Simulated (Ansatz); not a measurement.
Gas-phase electronic energies from Ansatz, PBE0-D4/def2-TZVP geometries. CCSD(T)/CBS is the MP2 limit (def2-TZVPP, def2-QZVPP) plus CCSD(T) − MP2 in def2-TZVPP, frozen cores. DFT in def2-TZVPP. B3LYP here is the variant with VWN-RPA as its local correlation; programs differ in this. For Br, Ga outer-core shells are correlated without core-valence functions, which leaves a few kJ/mol of doubt a bond. Scalar relativity is left out up to krypton. Each species was taken in one conformer, which may not be the lowest.

Reaction (cleavage of the Si–Si bond): `O[Si]([SiH3])([SiH3])S` + `[OH][Ga]([Br])[Br]` → `[SiH3][O][Ga]([Br])[Br]` + `O[SiH]([SiH3])S`

| level | ΔE (kJ/mol) |
| --- | --- |
| r2SCAN-D4 | -83.6 |
| ωB97X-V | -91.4 |
| B3LYP | -94.9 |
| MP2/def2-TZVPP | -100.5 |
| SCS-MP2/def2-TZVPP | -107.1 |
| CCSD(T)/def2-TZVPP | -95.4 |
| HF/def2-QZVPP | -130.7 |
| CCSD/CBS(def2) | -99.1 |

Problem. What does CCSD(T)/CBS give? (Best estimate.)

Solution. Computed: -93.8 kJ/mol. The listed levels differ from it by 10.2, 2.4, -1.1, -6.7, -13.3, -1.6, -36.9, -5.3 kJ/mol.

Largest T1 diagnostic among the species: 0.013.

From PBE to PBE0 (25 % exact exchange), in def2-TZVPP and without D4, ΔE moves by −11.3 kJ/mol. In def2-TZVPP, CCSD(T) changes the Hartree–Fock value by +32.7 kJ/mol (the triples alone add +5.3 kJ/mol) and MP2 by +27.6 kJ/mol.
